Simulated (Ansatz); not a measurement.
`C[CH2][In]([OH])[F]` + H₂S → `C[CH2][In]([OH])[SH]` + H–F  (ligand exchange at the In–F bond)

Isolated molecules relaxed with PBE0-D4/def2-TZVP in Ansatz; ΔE leaves out vibrations. CCSD(T)/CBS adds triple-zeta CCSD(T) − MP2 to the extrapolated MP2 energy (def2 sets, frozen cores). This one scheme is used for every species. Functionals use def2-TZVPP. B3LYP here is the variant with VWN-RPA as its local correlation; programs differ in this. Elements past krypton have def2 core potentials. For In outer-core shells are correlated without core-valence functions, which leaves a few kJ/mol of doubt a bond. Each species was taken in one conformer, which may not be the lowest.

CCSD(T)/CBS gives -31.7 kJ/mol.

**Question.** Another level gave -23.4 kJ/mol. Which?
A. PBE0-D4/def2-TZVPP
B. SCS-MP2/def2-TZVPP
C. B3LYP/def2-TZVPP
D. r2SCAN/def2-TZVPP

**Answer.** D. r2SCAN -23.4, PBE0-D4 -34.6, SCS-MP2/def2-TZVPP -30.0, B3LYP -16.3 kJ/mol.

Largest T1 diagnostic among the species: 0.015.

In def2-TZVPP, CCSD(T) changes the Hartree–Fock value by −12.6 kJ/mol (the triples alone add −1.8 kJ/mol) and MP2 by −19.7 kJ/mol. The D4 term adds −6.8 kJ/mol with B3LYP and −3.9 kJ/mol with PBE0; it sums over pairs of atoms, weighted by their polarisabilities, and B3LYP, whose exchange is more repulsive, gets the larger term. From PBE to PBE0 (25 % exact exchange), in def2-TZVPP and without D4, ΔE moves by −7.6 kJ/mol.

CCSD(T)/CBS has its own doubt, a few kJ/mol and more with outer-core shells, so smaller differences from it don't rank the levels.
